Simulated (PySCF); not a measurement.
## Spinor energies of Sn (tin, neutral)

Start: [Kr] 4d10 5s2 5p1 5d1; 5p3/2 filled at m_j = +3/2; 5d5/2 filled at m_j = +5/2. Calculated with PySCF 2.14 in x2c-TZVPall-2c with one added diffuse shell each of s, p, d, f type (9s10p6d3f, 90 functions): generalised Hartree-Fock with the X2C-1e Hamiltonian and a Gaussian nucleus; one run each with spin-orbit coupling (SO) switched off, then screened by Boettger's factors. This is a chosen level, not necessarily the ground level.

```tsv
spinor shell	electrons	ε, spin-free (eV)	ε, screened SO (eV)	weight of nominal j (screened SO)	rms radius, screened SO (bohr)
1s1/2	2	-29350.6	-29348.0	1.000	0.0333
2s1/2	2	-4526.8	-4526.2	1.000	0.136
2p1/2	2	-4057.0	-4217.1	1.000	0.118
2p3/2	4	-4057.0	-3984.2	1.000	0.123
3s1/2	2	-916.24	-916.13	1.000	0.361
3p1/2	2	-758.93	-789.15	1.000	0.354
3p3/2	4	-758.93	-745.20	1.000	0.366
3d3/2	4	-517.41	-522.71	1.000	0.340
3d5/2	6	-517.41	-513.85	1.000	0.343
4s1/2	2	-163.48	-163.53	1.000	0.874
4p1/2	2	-113.55	-119.06	1.000	0.931
4p3/2	4	-113.55	-111.15	1.000	0.960
4d3/2	4	-39.026	-39.767	0.994	1.17
4d5/2	6	-39.026	-38.657	0.996	1.19
5s1/2	2	-16.223	-16.267	0.999	2.55
5p3/2	1	-9.581	-9.429	1.000	3.42
5d5/2	1	-1.675	-1.690	1.000	6.45
```

```csv
quantity,spin-free,screened SO
E (hartree),-6172.85297,-6174.30885
M_J,4,4
⟨J²⟩,20.016,20.016
⟨L²⟩,12.012,12.029
⟨S²⟩,2.004,2.022
```

Each row is a mean over spinors that exchange with the open shell spreads, by up to 1.878 eV (5s1/2).

Breit and QED terms are absent; they matter most for the inner s and p1/2 levels.

Densities and radii are taken from the X2C orbitals without a picture-change correction, which distorts them close to the nucleus.

Without spin-orbit coupling the j labels of p, d and f shells carry no meaning; the spin-free column gives the mean over the occupied spinors of each nl shell.
